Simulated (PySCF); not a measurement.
# Correlation energy of Zr- (zirconium, charge -1)

[Kr] 4d3 5s2, high-spin 4F determinant. Computed with PySCF 2.14 in def2-QZVPPD with the def2 core potential (28 electrons) (7s5p4d3f2g, 81 functions), with scalar relativity through the core potential. Frozen: nothing; 13 electrons correlated.

MP2 pair energies summed by pair of shells (mhartree):

```
 pair   energy  share (%)
4p-4p  -111.55       33.9
4p-4d   -84.65       25.8
4s-4p   -35.28       10.7
4d-5s   -29.51        9.0
4p-5s   -17.74        5.4
4d-4d   -17.16        5.2
5s-5s   -15.77        4.8
4s-4d    -9.63        2.9
4s-4s    -6.55        2.0
4s-5s    -0.90        0.3
```

Total MP2 correlation energy: -328.73 mhartree.

Same-spin part -101.44 and opposite-spin part -227.29 mhartree; SCS-MP2 scales them by 1/3 and 6/5 to -306.56 mhartree.

The basis has no tight functions for the innermost shells, so their pair energies are far from complete.

The Hartree-Fock reference does not bind the outermost electron (its level is positive or very diffuse), so these energies belong to a reference that the basis holds together.

This basis was not built for core-valence correlation, so the inner-shell part is incomplete.
